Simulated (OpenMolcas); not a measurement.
Lines of N I: computed and rescaled rates

- Program: OpenMolcas
- Method: SS-RASPT2, IPEA 0.25 Eh, imaginary shift 0.1 Eh (closed shells correlated: 1s)
- Basis: ANO-RCC-VTZP [4s3p2d1f]
- Scalar Hamiltonian: DKH2, point nucleus
- Active space: 5 electrons in 9 orbitals (RAS2 2s 2p; RAS3 3d, at most 2 electrons)
- State averaging: 2S+1 = 4 odd, 1 root; 2S+1 = 2 odd, 8 roots; 2S+1 = 4 even, 3 roots; 2S+1 = 2 even, 5 roots (0 in the spin-orbit step)
- Spin-orbit coupling: RASSI with atomic mean-field integrals over the reference wave functions, term energies averaged over their components

Rates come from the transition moments of the reference wave functions (E1 and E2 in the length form). At fixed line strength A goes as λ^-3 for E1 and M1 and as λ^-5 for E2, so a rate at the computed wavelength can be rescaled to the measured one. Measured vacuum wavelengths follow from level energies in NIST Handbook of Basic Atomic Spectroscopic Data. Branching counts decays inside the model space alone, at computed energies, and the table is only a selection of the E1 lines, drawn from those between levels with measured partners whose computed energy lies within a factor of 1.5 of the measured one.

```
        Upper            Lower  Type  λ computed (nm)  λ measured (nm)  A computed (s-1)  A rescaled (s-1)  Branching %
2s 2p4 4P 1/2  2s2 2p3 4S* 3/2    E1            113.1            113.4          3.65e+08          3.62e+08        100.0
2s 2p4 4P 3/2  2s2 2p3 4S* 3/2    E1            113.1            113.4          3.64e+08          3.61e+08        100.0
2s 2p4 4P 5/2  2s2 2p3 4S* 3/2    E1            113.2            113.5          3.63e+08          3.60e+08        100.0
```

The largest correction is for 2s 2p4 4P 1/2 → 2s2 2p3 4S* 3/2 (E1): 3.65e+08 × (113.1 / 113.4)^3 = 3.62e+08 s-1, a factor of 0.99.

The computed rate and branching of 2s 2p4 4P 5/2 → 2s2 2p3 4S* 3/2 give the upper level a radiative lifetime of 1.000 / 3.63e+08 s-1 = 2.75e-09 s, counting decays inside the model space alone. The rescaled rate gives about 2.8e-09 s.

No measured rate stands beside these. Rescaling mends the energy factor alone: line strengths can still be far off where a level mixes with configurations outside the active space, and weak or spin-changing lines hang on small mixing coefficients that depend on the term gaps too, so rescaling need not improve them.

Active for correlation alone: 3d; no level in the range computed is led by a configuration that fills it, so any true level of that kind is missing. Measured partners are found by configuration, term and J. A level has none where our copy of the source lacks it or the pairing is in doubt (some pairs that miss far off the trend of their configuration count as doubtful). Levels of configurations outside the active space are missing.

* marks odd parity.
